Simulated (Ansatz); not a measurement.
Coupled-cluster diagnostics for SnHF₃, Ansatz.

Geometry of the singlet (PBE0-D4/def2-TZVP):

```xyz
5

Sn    0.053   -0.080   -0.071
H     0.801   -1.207   -1.070
F     0.856    0.074    1.635
F    -1.766   -0.463    0.278
F     0.057    1.676   -0.772
```

In the def2 sets Sn takes a core potential; there is no spin–orbit coupling. Correlated methods freeze 7 core orbitals; core or outer-core shells of Sn are correlated, in sets that lack core-valence functions. In CCSD on the charge 1 doublet the largest single amplitude is 0.28, so its Hartree–Fock determinant may place the open shell otherwise than the density functionals do.

Estimate the CCSD(T) correlation energy, the shares of MP2 and (T), T1 and the reference's ⟨S²⟩ for: charge 0, singlet, own geometry in def2-TZVPP; charge 1, doublet, vertical in def2-TZVPP; and the rough time on 4 threads of Arm Neoverse V1 on a shared host.


| state | basis | correlation (eV) | MP2 share (%) | (T) share (%) | T1 | ⟨S²⟩ (pure) | wall time |
| --- | --- | --- | --- | --- | --- | --- | --- |
| charge 0, singlet, own geometry | def2-TZVPP | -29.823 | 97.8 | 2.8 | 0.015 | 0.00 (0.00) | 43 s |
| charge 1, doublet, vertical | def2-TZVPP | -29.770 | 97.3 | 3.6 | 0.038 | 0.79 (0.75) | 6.8 min |
Customary marks for T1 are 0.02 (closed shells), 0.045 (open shells) and about 0.05 (3d metals). T1 exceeds 0.02 in 1 of 2 rows and 0.045 in 0; the higher it lies, the less the single-reference result can be trusted.
